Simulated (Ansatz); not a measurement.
C3H9BOS (`CC(C)OBS`), relaxed with RKS PBE0-D4/def2-TZVP in the Gaussian-basis code of Ansatz from a GFN2-xTB geometry. The force threshold is 0.005 eV/Å; the program also tests the step.

Charge 0, multiplicity 1.

Start:

```xyz
15

C    -0.312   -1.526   -0.739
C     0.377   -0.213   -0.376
C     0.302    0.796   -1.519
O    -0.276    0.341    0.755
B     0.283    0.537    1.944
S    -0.756    1.244    3.225
H     0.169   -1.971   -1.605
H    -0.253   -2.222    0.095
H    -1.359   -1.344   -0.967
H     1.430   -0.407   -0.124
H     0.804    0.400   -2.397
H    -0.737    1.002   -1.765
H     0.782    1.728   -1.228
H     1.400    0.283    2.212
H    -1.855    1.352    2.489
```

Task: How much energy does the relaxation release, and in how many steps? (An estimate is asked.)

Result: The calculation gave: 4.95 kJ/mol, in 5 steps.

Task: Which bonds change most? (Best estimate.)

Result: Ansatz gave: B5–H14 from 1.176 to 1.199 Å; S6–H15 from 1.327 to 1.344 Å; O4–B5 from 1.328 to 1.343 Å; C2–C3 from 1.526 to 1.512 Å.

Task: Give the relaxed structure. (Estimate.)

Result: The calculation gave: 
```xyz
15

C    -0.297   -1.530   -0.747
C     0.349   -0.211   -0.387
C     0.319    0.787   -1.522
O    -0.360    0.350    0.722
B     0.229    0.549    1.912
S    -0.690    1.254    3.295
H     0.219   -1.989   -1.593
H    -0.260   -2.223    0.096
H    -1.343   -1.377   -1.021
H     1.387   -0.384   -0.077
H     0.854    0.393   -2.389
H    -0.713    0.994   -1.817
H     0.788    1.726   -1.225
H     1.379    0.271    2.110
H    -1.859    1.391    2.644
```
